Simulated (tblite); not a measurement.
C6H8N3 (charge -1).
Numbering: `[CH3:1][c:2]1[n-:3][n:4][n:5][c:6]1[CH:7]1[CH2:8][CH2:9]1` (hydrogens: H10, H11, H12 on C1; H13 on C7; H14, H15 on C8; H16, H17 on C9)

A start from a force field or distance geometry was refined with GFN2-xTB geometry optimisation, gas phase in tblite 0.8.0. Values at the start:

```
 coordinate    start
      C1–C2  1.487 Å
     C1–H10  1.090 Å
      C2–N3  1.338 Å
      C2–C6  1.373 Å
      N3–N4  1.345 Å
      N4–N5  1.333 Å
      N5–C6  1.337 Å
      C6–C7  1.471 Å
      C7–C8  1.534 Å
     C7–H13  1.101 Å
      C8–C9  1.507 Å
     C8–H14  1.115 Å
     C8–H15  1.096 Å
     C9–H16  1.121 Å
   C1–C2–C6   125.9°
   C2–N3–N4   104.8°
   C2–C6–N5   105.1°
   C2–C6–C7   127.3°
   N3–C2–C6   110.9°
   N4–N5–C6   108.8°
   N5–C6–C7   127.5°
   C6–C7–C8   111.4°
N5–C6–C7–C8     -90°
C6–C7–C8–C9     114°
C6–C7–C9–C8     -98°
```

Task: How do these coordinates change at the GFN2-xTB level?

Result: 
```csv
coordinate,GFN2-xTB (Å or °),change
C9–H16,1.084,-0.037
C8–H14,1.084,-0.031
C7–C8,1.504,-0.030
N3–N4,1.320,-0.025
C2–C6,1.398,+0.025
C8–H15,1.079,-0.017
N4–N5,1.316,-0.017
C7–H13,1.088,-0.013
N5–C6,1.349,+0.012
C8–C9,1.498,-0.009
C1–C2,1.494,+0.007
C2–N3,1.344,+0.006
C1–H10,1.089,-0.001
C6–C7,1.471,0.000
C6–C7–C8,120.3,+8.9
N3–C2–C6,107.0,-3.9
C1–C2–C6,129.7,+3.8
N5–C6–C7,124.1,-3.4
C2–N3–N4,107.3,+2.5
C2–C6–N5,106.9,+1.8
C2–C6–C7,129.0,+1.7
N4–N5–C6,107.2,-1.6
N5–C6–C7–C8,-36,+54
C6–C7–C9–C8,-110,-12
C6–C7–C8–C9,109,-5
```

The energy falls by 44.6 kJ/mol over 112 L-BFGS steps, the largest force on an atom goes from 1.95 to 0.009 eV/Å, and the atoms move by 0.678 Å rms after alignment. Among the bonds, C1–H12 and C9–H16 change most and about equally (-0.037 to -0.036 Å). Bonds longer at the end by more than 0.005 Å: 5 of 18; shorter: 11. Among the dihedrals that turn most is C2–C6–C7–C9, from 157° to -146°. Rotational constants go from 3025, 1420, 1047 to 3079, 1329, 1008 MHz.

Its GFN2-xTB frequencies are all real (lowest 27 cm⁻¹). 2 starts were optimised and ended at 0.00 and 0.10 kcal/mol (GFN2-xTB); the lowest of these is shown.

One conformer stands for the species.

All values are computed, not measured.
